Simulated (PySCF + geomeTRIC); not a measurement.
The multiplicity is imposed and other spin states were not computed.

Species: [Mo(CO)5(H2O)] (charge 0, multiplicity 1).

Task: Give a relaxed geometry from PySCF + geomeTRIC with BP86-D3(BJ)/def2-SVP.

Result: One answer among several that fit: the end point of this relaxation, one of several conformers.
Cartesian coordinates (Å) in one orientation:
```xyz
14

Mo    -0.211    -0.136    -0.057
O      2.912    -0.304     0.170
C      1.750    -0.244     0.085
O      0.122     3.048    -0.270
C     -0.037     1.897    -0.196
O     -0.304     0.078     3.145
C     -0.305     0.003     1.985
O      0.133    -0.399    -3.240
C     -0.027    -0.302    -2.092
O     -0.288    -3.344     0.178
C     -0.297    -2.186     0.090
O     -2.553    -0.027    -0.230
H     -2.797     0.473    -1.033
H     -2.910     0.504     0.508
```
